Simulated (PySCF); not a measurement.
Ga: ionisation energy

Ga [Ar] 3d10 4s2 4p1 (2P) → Ga⁺ [Ar] 3d10 4s2 (1S), as a difference of total energies. All numbers are calculated (PySCF 2.14, no relativity, point nucleus, in pcseg-2). Correlated levels: valence: [Ar] 3d10 frozen. The calculations carry no spin-orbit coupling.

```csv
method,ionisation energy (eV)
UHF,5.582
PBE0,6.032
PBE,6.005
MP2 (valence),5.788
SCS-MP2 (valence),5.771
CCSD (valence),5.852
CCSD(T) (valence),5.875
```

**Question.** How much does correlation contribute at CCSD(T) (valence)?

**Answer.** 5.875 − (5.582) = 0.293 eV, measured against UHF.

These non-relativistic numbers lack the scalar-relativistic shift.

Errors of the correlated levels include the incompleteness of this basis and the frozen core.

For comparison: 5.931 eV (measured; NIST levels, between the centres of gravity of the two terms).
